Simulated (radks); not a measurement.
These are the eigenvalues of the occupied orbitals of an atom or ion with whole-number occupations (eV). Method: non-relativistic Kohn-Sham, TPSS, spin-polarised, spherical densities, point nucleus; meta-GGA in the generalised Kohn-Sham scheme; computed with a radial shooting solver on a logarithmic mesh with Libxc functionals.

| orbital | eigenvalue |
|---|---|
| 1s up | -41151.61 |
| 1s down | -41151.61 |
| 2s up | -6446.268 |
| 2s down | -6446.244 |
| 2p up | -6106.669 |
| 2p down | -6106.651 |
| 3s up | -1394.877 |
| 3s down | -1393.738 |
| 3p up | -1246.562 |
| 3p down | -1245.468 |
| 3d up | -971.3933 |
| 3d down | -970.5045 |
| 4s up | -273.7791 |
| 4s down | -270.7860 |
| 4p up | -217.5591 |
| 4p down | -214.4786 |
| 4d up | -118.7704 |
| 4d down | -115.5433 |
| 5s up | -35.4251 |
| 5s down | -33.4942 |
| 5p up | -20.7298 |
| 5p down | -19.0217 |
| 4f up | -3.6517 |
| 6s up | -2.9514 |
| 5d up | -1.7335 |

Which element is it, and in what charge state? The configuration may be excited. Open shells, if any, are filled with parallel spins first.

Answer. Z = 60, neodymium, charge 0: Nd in [Xe] 4f4 5d1 6s1. The list shows which subshells hold electrons but not how many an open one holds; the 1s level, -1512.3 hartree, gives Z - s = 55.0 by -(Z - s)^2/2, which with screening narrows Z to a few neighbours, and the depths of the outer levels then fix element, charge and occupations together.
